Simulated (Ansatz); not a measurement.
```xyz
10

C    -0.322   -0.816    1.792
O    -0.058   -0.188    0.574
Ti    0.199    0.763   -0.844
F     1.631    1.772   -0.724
S     0.473   -0.786   -2.495
Cl   -1.554    2.034   -1.250
H    -1.327   -0.553    2.131
H     0.410   -0.499    2.538
H    -0.258   -1.899    1.661
H     0.806    0.171   -3.384
```

The species carries charge 0 and has multiplicity 1.

(1) List the r2SCAN/def2-TZVPP orbital energies in eV (Ansatz). (Estimate.)

Results:

(1) Ansatz gave: Occupied: -4857.55, -2753.09, -2409.13, -666.10, -539.49, -517.18, -449.61, -449.58, -449.57, -275.24, -254.49, -213.59, -192.97, -192.92, -192.92, -157.66, -157.54, -157.50, -64.65, -41.00, -40.73, -40.52, -30.01, -27.15, -20.69, -18.59, -18.31, -12.93, -12.40, -12.39, -11.25, -10.79, -10.66, -10.41, -9.39, -8.80, -8.51, -8.41, -8.07, -7.92, -6.88. Lowest empty: -3.32, -3.22, -2.60, -2.39, -2.03, -0.24, 0.76, 1.61.
